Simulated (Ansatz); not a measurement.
System: Se2, charge 0, triplet. Se2 (SMILES [Se]=[Se], triplet).
B3LYP-D3(BJ)/def2-TZVP minimum from Ansatz (an electronic-structure program):
```
Se
Se 1 2.1882
```
Charge 0, spin multiplicity 3.

Hartree-Fock and MP2 correlation energies in hartree (Ansatz). Radicals and triplets start from unrestricted determinants; spin-orbit coupling is neglected. Cores are frozen in correlated methods (noble-gas shells, and filled d and f shells in the p block). No relativity. The UHF reference of Se2 ([Se]=[Se], triplet) is spin-contaminated (<S^2> up to 0.05 over the pure value in the sets run). The determinant of Se2 ([Se]=[Se], triplet) is a saddle point of the SCF energy; a lower one exists, which strains HF and MP2.

```json
[
 {"basis": "cc-pVTZ", "X": "3", "E(HF)": "-4799.79495", "E(corr, MP2)": "-0.27428"},
 {"basis": "cc-pVQZ", "X": "4", "E(HF)": "-4799.80140", "E(corr, MP2)": "-0.29993"},
 {"basis": "cc-pV5Z", "X": "5", "E(HF)": "-4799.80207", "E(corr, MP2)": "withheld"}
]
```

Q: Fit E(corr) = E∞ + A/X³ to X = 3 and 4, predict X = 5, and compare with the run.

A: A = (-0.27428 - (-0.29993))/(1/27 - 1/64) = 1.1979; E∞ = -0.29993 - A/64 = -0.31865; at X = 5, E∞ + A/125 = -0.30906. The run gave -0.31167, 2.61 mEh below the prediction. The same form on X = 4 and 5 gives E∞ = -0.32399, 5.34 mEh below the first estimate.
